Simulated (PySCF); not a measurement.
**Correlation energy of Os (osmium, neutral)**

[Xe] 4f14 5d6 6s2, high-spin 5D determinant. Calculation: PySCF 2.14, in def2-TZVP with the def2 core potential (60 electrons) (6s4p3d1f, 40 functions); scalar relativity through the core potential. Frozen: 5s2 5p6; 8 electrons correlated.

MP2 pair energies summed by pair of shells (mhartree):

```tsv
pair	energy	share (%)
5d-5d	-69.81	50.7
5d-6s	-52.80	38.4
6s-6s	-14.99	10.9
```

Total MP2 correlation energy: -137.60 mhartree.

Same-spin part -59.14 and opposite-spin part -78.47 mhartree; SCS-MP2 scales them by 1/3 and 6/5 to -113.87 mhartree.
